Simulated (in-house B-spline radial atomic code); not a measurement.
Ionising Ta6+ with different functionals

Computed with a B-spline radial code for spherical atoms: scalar-relativistic (spin-free X2C) Hamiltonian, Fermi nucleus of rms radius 5.3507 fm, spin-polarised at highest spin, spherical fractional occupations for the functionals, and exact exchange of hybrids averaged over the configuration. The ionisation energy is the difference of two self-consistent energies, [Xe] 4f13 → [Kr] 4d10 4f13 5s2 5p5, without Breit or QED terms; ε is the level of the shell that loses the electron (its least bound occupied spin orbital). There is no spin-orbit coupling in this Hamiltonian.

```
   method                    rung  ΔSCF (eV)  -ε(5p) (eV)
     PBE0           global hybrid     123.31       116.99
    B3LYP           global hybrid          ?            ?
    TPSSh           global hybrid     123.41       115.72
   M06-2X           global hybrid     124.06       120.48
BHandHLYP           global hybrid     123.24       119.26
  r2SCAN0           global hybrid     123.98       117.80
    B97-1           global hybrid     123.26       116.57
    HSE06  range-separated hybrid     123.19       116.47
    wB97X  range-separated hybrid     122.92       119.27
CAM-B3LYP  range-separated hybrid          ?            ?
  LC-wPBE  range-separated hybrid     123.12       119.71
```

**Question.** What does B3LYP give?

**Answer.** ΔSCF 123.35 eV, and -ε(5p) = 116.52 eV.

**Question.** What does CAM-B3LYP give?

**Answer.** ΔSCF 123.30 eV, and -ε(5p) = 118.46 eV.

**Question.** Among the functionals, which spreads more, the ΔSCF values or the orbital energies?

**Answer.** The orbital energies: ΔSCF values span about 1.15 eV and the orbital energies 4.76 eV; here energy differences depend much less on the functional than eigenvalues do.

**Question.** How do they compare with the NIST value?

**Answer.** NIST lists 119 eV ± 6 (tabulated theory, ground level to ground level). Errors run from +3.92 to +5.06 eV; all lie within about twice that uncertainty, so the table can't rank the methods.
